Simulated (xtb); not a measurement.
H₄BN, charge +1, doublet, at a GFN2-xTB geometry (a state made from the parent by changing its charge; the spin is typed, not shown lowest), atoms displaced at random by about 0.1 Å a coordinate. Base run: xtb with GFN2-xTB.

Input for xtb:
```
$ xtb mol.xyz --gfn 2 --chrg 1 --uhf 1 --opt --json

# file mol.xyz
6

B     -0.82682894     0.07630600    -0.09983937
N      0.66185403    -0.07858114     0.02212069
H     -1.42862799    -0.77505218    -0.13672736
H     -1.30208508     0.89370018     0.21538256
H      1.28758625     0.76598777    -0.28532620
H      1.31820516    -0.91470178     0.20569362
```

The base run was repeated with changes; each row names its change, and settings that it needs were set with it.

| change | ΔE vs base (mEh) | optimiser steps |
|---|---|---|
| base | 0.000 | 11 |
| opt level = loose | 0.031 | 8 |
| opt level = lax | 0.002 | 10 |
| alpb = chcl3 | -88.053 | 11 |
| alpb = hexane | -59.456 | 11 |
| opt level = extreme | -0.001 | 14 |
| opt level = crude | 0.276 | 5 |
| opt level = sloppy | 0.066 | 7 |
| opt level = tight | -0.001 | 12 |
| engine = inertial | 0.014 | - |
